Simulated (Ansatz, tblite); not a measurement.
Removing and adding an electron: Li₅N₂. Charge 0, multiplicity 2. Geometry: B3LYP-D4/def2-TZVP. Ansatz, gas phase; energy differences of separate SCF runs; the oxidised species is a singlet (the triplet lies 1.52 eV higher at PBE0-D4/def2-TZVP); the reduced species is a triplet (the singlet lies 0.14 eV higher at PBE0-D4/def2-TZVPD).

Cartesian coordinates in Å:
```
Li -0.031 -1.551 -0.682
Li -0.597 -0.932 2.144
Li 1.438 0.607 0.664
Li -1.407 0.945 0.019
Li 0.596 0.930 -2.145
N -0.179 -0.280 0.648
N 0.181 0.282 -0.647
```

The xTB rows come from tblite. Correlated methods freeze 2 core orbitals; core or outer-core shells of Li are correlated, in sets that lack core-valence functions. In CCSD on the charge 0 doublet the largest single amplitude is 0.37, so its Hartree–Fock determinant may place the open shell otherwise than the density functionals do. The structure comes from a short search, and lower isomers may exist.

Q: Estimate orbital energies and vertical ionisation energies and electron affinities at: GFN1-xTB; GFN2-xTB; PBE-D4/def2-TZVP; PBE-D4/def2-TZVPD; r2SCAN-D4/def2-TZVP; r2SCAN-D4/def2-TZVPD; PBE0-D4/def2-TZVP; PBE0-D4/def2-TZVPD; CCSD/def2-TZVPP; CCSD(T)/def2-TZVPP.

A: 
| level | −HOMO (eV) | vertical IE (eV) | −LUMO (eV) | vertical EA (eV) | HOMO–LUMO gap (eV) | IE − EA (eV) | remarks |
| --- | --- | --- | --- | --- | --- | --- | --- |
| GFN1-xTB | – | 10.16 | – | 6.42 | – | 3.74 | – |
| GFN2-xTB | – | 7.15 | – | – | – | – | – |
| PBE-D4/def2-TZVP | 2.16 | 3.59 | 1.87 | – | 0.29 | – | – |
| PBE-D4/def2-TZVPD | 2.22 | – | 1.93 | 0.60 | 0.29 | – | HOMO above zero (-1 triplet) |
| r2SCAN-D4/def2-TZVP | 2.21 | 3.46 | 1.86 | – | 0.35 | – | – |
| r2SCAN-D4/def2-TZVPD | 2.27 | – | 1.92 | 0.63 | 0.35 | – | HOMO above zero (-1 triplet) |
| PBE0-D4/def2-TZVP | 2.38 | 3.39 | 1.49 | – | 0.90 | – | – |
| PBE0-D4/def2-TZVPD | 2.43 | – | 1.56 | 0.63 | 0.88 | – | HOMO above zero (-1 triplet) |
| CCSD/def2-TZVPP | – | 3.10 | – | – | – | – | large T1 (0.060) (doublet) |
| CCSD(T)/def2-TZVPP | – | 3.23 | – | – | – | – | large T1 (0.060) (doublet) |

Run but left out: HF/def2-TZVPP, MP2/def2-TZVPP (doublet: a determinant that CCSD turns far, T1 0.060).   A HOMO above zero means that the electron is unbound at that level or that self-interaction error raises the level; the energy of removing that electron tells which. HOMO and LUMO are the levels of the spin that leaves or enters (xTB has no such levels and no spin-polarisation term). Other spin states of the ions may lie lower, which would lower the ionisation energy or raise the affinity. Raw xTB energy differences between charge states are shifted by several eV; the methods need an empirical correction for them.
